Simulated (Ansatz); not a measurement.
A search over several starts for the lowest SCF solution of Cd₄⁻ at the given spin, in a small basis.

```yaml
crystal:
  periodic: [false, false, false]
  atoms:
    - {symbol: Cd, position_ang: [-0.292175, 1.147048, -1.788987]}
    - {symbol: Cd, position_ang: [2.040001, 0.178593, 0.639071]}
    - {symbol: Cd, position_ang: [-0.448938, -2.060855, -0.390794]}
    - {symbol: Cd, position_ang: [-1.298878, 0.735213, 1.540710]}
basis:
  gaussian: {orbitals: def2-SVP}
total_charge: -1
magnetization: {spin_polarized: true, initial_magnetization: 1}
hamiltonian: {xc: pbe0}
output: {orbitals: {seedname: orbitals}}
```

```sh
$ ansatz run in.yaml --threads 4 --pin off --events-out ev --progress --plain --max-ram 3916MiB
```

It prints (some lines left out):

```
Functional definition: PBE0
1312 factors; integrals over basis functions are off by at most 4.5e-4 eV
mean field evaluation 1: about -18256.7843 eV, gradient 1.5e1 eV
mean field evaluation 2: about -18256.3800 eV, gradient 1.9e1 eV
mean field evaluation 4: about -18257.7452 eV, gradient 2.5e-1 eV
mean field evaluation 8: about -18258.0362 eV, gradient 3.4e-2 eV
mean field evaluation 16: about -18258.0363 eV, gradient 2.2e-4 eV
mean field evaluation 32: about -18257.7570 eV, gradient 1.9e0 eV
mean field evaluation 64: about -18257.9875 eV, gradient 1.3e0 eV
mean field -18258.03629217 eV, -670.9704579956 hartree, gradient 1.9e-5 eV, S^2 0.759560; 8 other end points of the search recorded, 0 dependent functions left out
reference -18258.03631757 eV, -670.9704589293 hartree; 41, 40 occupied and 83, 84 virtual orbitals, 1312 factors
Total energy: -18258.03631757 eV, -670.9704589293 hartree
```

Run time 16 s (4 threads of Arm Neoverse V1 on a shared host), peak host memory 0.71 GiB.

In the def2 sets Cd takes a core potential; there is no spin–orbit coupling. The highest occupied level of the charge -1 doublet lies above zero (up to 0.68 eV). By energy differences its removal costs 0.48 eV (vertical, to the charge 0 singlet, at PBE0/def2-TZVPD). The structure comes from a short search, and lower isomers may exist.
